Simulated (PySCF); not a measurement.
# One molecule, several mistakes: BGeH5OSi

All numbers below are calculated, not measured. The program is PySCF 2.14.0, an open-source quantum chemistry code, run on an isolated molecule that a program drew, which may never have been made. The molecule is BGeH5OSi (charge 0, singlet), drawn as the SMILES string `[SiH3]O[BH][GeH]`.

Each row is a Hartree-Fock (HF) and frozen-core CCSD(T) single point in the cc-pV(D+d)Z basis, meant for a local HF minimum. Run 1 is clean. Each other run has one planted mistake out of seven kinds, and not every kind appears here: one electron removed, one electron added, multiplicity raised by two, geometry at a saddle point, minimal basis STO-3G, one bond length entered in bohr, all coordinates scaled. The reference is restricted for singlets and unrestricted otherwise, and also for a bond in bohr. Adding or removing an electron swaps singlet and doublet. Electrons count all cores. HOMO and LUMO are orbital energies over both spins, the gradient is its largest component, and the lowest frequency (negative if imaginary) is given only where the gradient is small. Bond lengths are over the 8 bonds as drawn. T1 is the CCSD diagnostic: over 0.02 (restricted) or 0.045 (unrestricted) a single reference is doubtful. Germanium has the cc-pVDZ-PP basis, with a core potential (ECP10MDF) in place of its 10 inner electrons, and its 3s, 3p and 3d shells are frozen in CCSD(T).

Geometry of the clean run:
```xyz
9
BGeH5OSi, angstrom
Si   -1.6045   -0.4534   -0.5161
O    -1.3832    0.2148    0.9916
B    -1.6661    1.4100    1.5689
Ge   -1.1362    1.7404    3.6033
H    -2.4808   -1.6314   -0.3766
H    -0.2869   -0.8684   -1.0324
H    -2.2203    0.5377   -1.4224
H    -2.1842    2.2784    0.8983
H    -2.5777    1.3080    4.1069
```

```
run  electrons  basis functions  <S^2>  HOMO (eV)  LUMO (eV)  gradient (hartree/bohr)  lowest frequency (cm^-1)  mean bond (Å)  longest bond (Å)      T1  HF (hartree)  CCSD(T) (hartree)                          mistake
  1         64               99  0.000      -8.27       0.53                  3.2e-06                        65         1.5470             2.128  0.0154    -684.80489         -685.31203                         no fault
  2         64               99  1.086      -8.50       0.71                  1.1e-02                         -         1.7111             2.787  0.0688    -684.68966         -685.18711  one bond length entered in bohr
  3         64               99  0.000      -8.23       0.57                  1.6e-02                         -         1.5099             2.077  0.0147    -684.79993         -685.30402           all coordinates scaled
  4         64               99  2.020      -7.54       0.18                  2.5e-02                         -         1.5470             2.128  0.0186    -684.78163         -685.27344       multiplicity raised by two
  5         63               99  0.779     -16.26      -6.44                  7.4e-02                         -         1.5470             2.128  0.0223    -684.53549         -685.01825                                ?
```

**Which mistake was planted in run 5, and what did it cost?**

It counts 63 electrons, one fewer than the clean run, at the same geometry and basis. So the mistake is: one electron removed. Subtracting run 1 and multiplying by 627.51 kcal/mol a hartree, the energy moved by 169.1 kcal/mol in HF and 184.3 kcal/mol in CCSD(T).

Cautions from the logs. Run 2: T1 is over the limit, so its CCSD(T) energy is less reliable.
